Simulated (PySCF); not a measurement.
**SMILES C1(C)=PC(C)=CN1CC=C, C₈H₁₂NP**

Cartesian coordinates in Å; atom numbers follow the order of the lines, from 1:
```xyz
22

C     3.069   -0.862   -1.100
C     1.776   -1.059   -0.928
C     1.088   -1.059    0.408
N    -0.076   -0.204    0.391
C    -1.323   -0.675    0.116
C    -2.283    0.288    0.057
C    -3.729    0.028   -0.213
P    -1.584    1.891    0.356
C    -0.037    1.144    0.537
C     1.244    1.851    0.825
H     3.521   -0.876   -2.077
H     3.733   -0.688   -0.268
H     1.121   -1.226   -1.773
H     1.777   -0.733    1.191
H     0.753   -2.076    0.642
H    -1.465   -1.733   -0.024
H    -3.892   -1.028   -0.421
H    -4.337    0.312    0.645
H    -4.071    0.610   -1.068
H     1.981    1.664    0.043
H     1.669    1.531    1.779
H     1.055    2.920    0.880
```

Theory: GIAO KT3/pcSseg-1 magnetisability, rotational g tensor and spin-rotation constants, non-relativistic, gas phase (PySCF). Geometry: GFN2-xTB.

Question: Give the nuclear spin-rotation constants along the inertial axes (H = +C I·J) beside the isotropic shieldings.

Answer: Rotational constants 2.1144, 0.7616, 0.6079 GHz. A star marks the isotopologue with that one atom substituted, in its own axes.
```csv
atom,isotope,Caa (kHz),Cbb (kHz),Ccc (kHz),mean (kHz),σ (ppm)
N4,14N,0.311,0.089,0.043,0.147,72.8
P8,31P,4.189,1.524,0.860,2.191,234.8
H11,1H,-0.123,-0.082,0.023,-0.061,26.6
H12,1H,-0.126,-0.042,-0.008,-0.059,26.5
H13,1H,-0.147,-0.039,0.002,-0.061,25.9
H14,1H,-0.148,-0.029,-0.023,-0.067,27.4
H15,1H,-0.211,0.011,-0.033,-0.077,26.9
H16,1H,-0.181,0.071,-0.064,-0.058,24.8
H17,1H,-0.211,0.025,-0.066,-0.084,29.6
H18,1H,-0.055,-0.072,-0.027,-0.051,29.1
H19,1H,-0.164,-0.079,0.010,-0.078,29.1
H20,1H,-0.041,-0.071,-0.034,-0.049,29.1
H21,1H,-0.190,-0.073,0.006,-0.085,29.4
H22,1H,-0.179,0.012,-0.060,-0.076,29.0
C1,13C*,0.545,0.164,0.234,0.314,73.1
C2,13C*,0.614,0.190,0.256,0.354,51.2
C3,13C*,0.394,0.166,0.121,0.227,129.3
C5,13C*,0.599,0.309,0.135,0.347,63.6
C6,13C*,0.982,0.277,0.096,0.452,47.4
C7,13C*,0.303,0.113,0.090,0.169,165.8
C9,13C*,0.719,0.415,0.120,0.418,26.2
C10,13C*,0.308,0.117,0.086,0.170,165.7
```
For the geometry as given, no vibrational averaging.
